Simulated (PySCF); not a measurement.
## Dipole response of Zn⁺ (zinc, charge +1)

[Ar] 3d10 4s1, 2S determinant. Calculation: PySCF 2.14, in aug-cc-pVDZ-PP with ECP10MDF; a scalar-relativistic core potential. Coupled (time-dependent) response in atomic units; α is the mean over directions. A double-zeta set is small for polarisabilities.

```json
{"method": "UHF", "mean α (bohr³)": "25.61", "C₆ (like pair)": "113.4", "S(−4)": "594.6"}
{"method": "PBE", "mean α (bohr³)": "18.37", "C₆ (like pair)": "75.32", "S(−4)": "270.6"}
{"method": "PBE0", "mean α (bohr³)": "19.81", "C₆ (like pair)": "82.49", "S(−4)": "325.9"}
{"method": "BHandHLYP", "mean α (bohr³)": "19.88", "C₆ (like pair)": "82.41", "S(−4)": "332.4"}
{"method": "LC-wPBE", "mean α (bohr³)": "21.11", "C₆ (like pair)": "89.61", "S(−4)": "377.1"}
```

S(−4) is the Cauchy moment in α(ω) = α(0) + S(−4) ω² + …

α(iu) at LC-wPBE:

| u (hartree) | α(iu) (bohr³) |
| --- | --- |
| 0 | 21.11 |
| 0.0500 | 20.21 |
| 0.100 | 17.97 |
| 0.200 | 12.74 |
| 0.300 | 8.928 |
| 0.500 | 5.028 |
| 0.750 | 3.060 |
| 1.00 | 2.171 |
| 1.50 | 1.394 |
| 2.00 | 1.048 |
| 3.00 | 0.7010 |
| 5.00 | 0.3864 |

For an ion, C₆ is the dispersion term alone; charge-induced terms of lower order in 1/R come first.

Energies and moments cover only the electrons outside the core potential.
